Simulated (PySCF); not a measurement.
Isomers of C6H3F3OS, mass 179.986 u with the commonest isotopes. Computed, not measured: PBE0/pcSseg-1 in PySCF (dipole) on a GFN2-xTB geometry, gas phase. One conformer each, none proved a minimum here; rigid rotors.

**Question.** Order these by dipole moment, largest first.
A. `FC(F)(F)c1cc(=S)cco1`
B. `c1c(=S)c(C(F)(F)F)coc1`
C. `[O:1]=[C:2]([c:3]1[cH:4][cH:5][cH:6][s:7]1)[C:8]([F:9])([F:10])[F:11]` with O1–C2–C3–C4 180°

**Answer.** B (5.34 D), C (4.50 D), A (3.02 D).

**Question.** Order these by radius of gyration √(Σ m r²/M), largest first.
A. `FC(F)(F)c1cc(=S)cco1`
B. `[O:1]=[C:2]([c:3]1[cH:4][cH:5][cH:6][s:7]1)[C:8]([F:9])([F:10])[F:11]` with O1–C2–C3–C4 180° (2-(trifluoroacetyl)thiophene)
C. `FC(F)(c1coccc1=S)F`

**Answer.** A (2.466 Å), B (2.313 Å), C (2.207 Å).

**Question.** Order these by rotational constant C, largest first.
A. `FC(F)(F)c1cc(=S)cco1`
B. `[O:1]=[C:2]([c:3]1[cH:4][cH:5][cH:6][s:7]1)[C:8]([F:9])([F:10])[F:11]` with O1–C2–C3–C4 180° (2-(trifluoroacetyl)thiophene)
C. `FC(F)(F)c1c(=S)ccoc1`

**Answer.** C (607.1 MHz), B (550.1 MHz), A (481.2 MHz).

| SMILES | point group | Ia (u·Å²) | Ib (u·Å²) | Ic (u·Å²) | κ | μa (D) | μb (D) | μc (D) |
| --- | --- | --- | --- | --- | --- | --- | --- | --- |
| FC(F)(F)c1cc(=S)cco1 | Cs | 263.05 | 874.98 | 1050.14 | -0.87 | 0.88 | 2.89 | 0.00 |
| FC(F)(F)c1coccc1=S | Cs | 378.84 | 541.98 | 832.48 | -0.10 | 4.19 | 3.31 | 0.00 |
| O=C(c1cccs1)C(F)(F)F | Cs | 248.47 | 758.41 | 918.69 | -0.84 | 3.71 | 2.54 | 0.00 |
